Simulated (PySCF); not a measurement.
**Working out the ionisation energy of N²⁺**

N²⁺ [He] 2s2 2p1 (2P) → N³⁺ [He] 2s2 (1S). Calculation: PySCF 2.14, in aug-cc-pCVQZ-DK (9s8p6d4f2g, 109 functions); the spin-free X2C one-electron Hamiltonian (Gaussian nucleus). Frozen: nothing. Energies in hartree (1 hartree = 27.21139 eV):

```tsv
part	N²⁺ (lower)	N³⁺ (upper)
UHF	-52.849761	-51.111808
MP2 opposite-spin	-0.105680	-0.099903
MP2 same-spin	-0.008063	-0.002573
```

Task: What does Hartree-Fock give?

Result: (-51.111808) − (-52.849761) = 1.737953 hartree = 47.292 eV.

Task: What do MP2 and SCS-MP2 (6/5 opposite-spin, 1/3 same-spin) give?

Result: The opposite-spin parts differ by 0.157 eV and the same-spin parts by 0.149 eV. MP2: 47.292 + (0.157) + (0.149) = 47.598 eV. SCS-MP2: 47.292 + 1.2 × (0.157) + (0.149)/3 = 47.530 eV.

A first-order spin-orbit estimate adds 0.014 eV to MP2 (valence and next inner shell), giving 47.612 eV against 47.445 eV (semi-empirical (NIST evaluation); NIST Atomic Spectra Database, ionization energies).

What remains against the reference includes basis incompleteness and correlation beyond second order.
